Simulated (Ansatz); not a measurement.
Ansatz results at the PBE0-D4/def2-TZVP geometry: LUMO energy (PBE0/def2-TZVPP) -2.84 eV; HOMO energy (ωB97M-V/def2-TZVPP) -8.65 eV; HOMO energy (PBE/def2-TZVPP) -5.25 eV.

Each molecule was computed in one conformer, which needn't be the lowest.

Which molecule gave them?
A. `N[SiH2][SiH](F)[SiH3]`
B. `S=C[SiH2][SnH3]`
C. `OC=C(F)F`
D. `C1=CSCC1`

B. The others give `OC=C(F)F`: 0.64, -9.10, -5.45; `N[SiH2][SiH](F)[SiH3]`: -0.94, -9.02, -5.77; `C1=CSCC1`: 0.21, -7.95, -4.76.
